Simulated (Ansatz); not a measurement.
NbSe₂, relaxed as a doublet with UKS r2SCAN-D4/def2-TZVP in Ansatz, starting from the GFN2-xTB geometry. Force threshold 0.02 eV/Å.

In the def2 sets Nb takes a core potential; there is no spin–orbit coupling. The charge 0 doublet is spin-contaminated (final ⟨S²⟩ up to 1.76, 0.75 for a pure state). Another isomer (quartet) lies 0.54 eV lower at PBE0-D4/def2-TZVP; other spin states weren't run for this one.

Start:

```xyz
3

Nb   -0.4508   -0.5324    1.8540
Se   -0.1517   -0.2982   -1.8072
Se    0.6026    0.8306   -0.0468
```

(1) Estimate the energy that the relaxation releases and the steps that it takes.

(2) Does the start keep its bonding and symmetry?

(3) Predict the relaxed structure.

Results:

(1) 158.2 kJ/mol, in 9 steps; 80 s on 2 threads of Arm Neoverse V2 on a shared host. No frequencies were taken in this run, so the end may be a saddle point.

(2) Bonds formed: Nb1–Se2 (atoms count from 1). The end is the same structure that another start reached, the lowest one found. Point group Cs at the start, C2v at the end, both within 0.05 Å.

(3) 
```xyz
3

Nb   -0.500   -0.632    1.201
Se   -0.303   -0.480   -1.250
Se    0.803    1.113    0.049
```
Bond lengths: 2 × Nb–Se 2.46 Å; 1 × Se–Se 2.33 Å.
